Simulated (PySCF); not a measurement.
Polarisability and C₆ of Cd (cadmium, neutral)

[Kr] 4d10 5s2, closed-shell 1S. Calculation: PySCF 2.14, in x2c-TZVPPall with one added diffuse shell each of s, p, d, f type (9s7p7d3f1g, 95 functions); the spin-free X2C one-electron Hamiltonian (Gaussian nucleus). Coupled (time-dependent) response in atomic units; α is the mean over directions.

```
method  mean α (bohr³)  C₆ (like pair)  S(−4)
   UHF           63.61           613.7   2006
   PBE           47.33           422.5   1058
  PBE0           50.27           454.8   1203
 TPSSh           50.74           464.6   1210
  BP86           46.34           411.8   1006
```

S(−4) is the Cauchy moment in α(ω) = α(0) + S(−4) ω² + …

Reference α: 46 ± 2 bohr³ (recommended; Schwerdtfeger and Nagle, table of static dipole polarizabilities (2023 update)). Published C₆: 405.0 (Gould and Bucko (2016)).

Hartree-Fock lies above the reference because it lacks correlation, which contracts the outer shell.

α(iu) at BP86:

```tsv
u (hartree)	α(iu) (bohr³)
0	46.34
0.0500	43.98
0.100	38.35
0.200	26.44
0.300	18.59
0.500	11.00
0.750	7.116
1.00	5.189
1.50	3.246
2.00	2.266
3.00	1.303
5.00	0.5917
```

A single London oscillator, α(iu) = α/(1 + u²/ω²), gives C₆ = (3/4) ω α². Matching the computed C₆ needs ω = 4 × 411.8 / (3 × 46.34²) = 0.256 hartree.
